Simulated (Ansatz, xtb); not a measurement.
Molecule: LiO, charge 0, multiplicity 2. SMILES: [Li][O]
Structure (B3LYP-D3(BJ)/def2-TZVP (Ansatz, a first-principles code) minimum search):
```
Li
O 1 1.6831
```
Charge 0, spin multiplicity 2.

Harmonic wavenumbers from GFN2-xTB (xtb, at its own minimum), cm⁻¹: 795.

Question: Give the harmonic wavenumbers at B3LYP-D3(BJ)/def2-TZVP (Ansatz, finite differences of forces, unscaled).

Answer: 826 cm⁻¹. Zero-point energy 1.2 kcal/mol.

Question: From these and the geometry, give the ideal-gas thermochemistry at 298.15 K and 1 atm (rigid rotor, harmonic oscillator).

Answer: Point group C∞v, rotational symmetry number 1. Rotational constants 36.86, 36.86 GHz. S(trans) 35.33, S(rot) 12.18, S(vib) 0.19, S(elec, spin only) 1.38, S 49.1 cal/(mol K). H(298) - H(0) 2.12 kcal/mol; G - E(el) -11.3 kcal/mol.
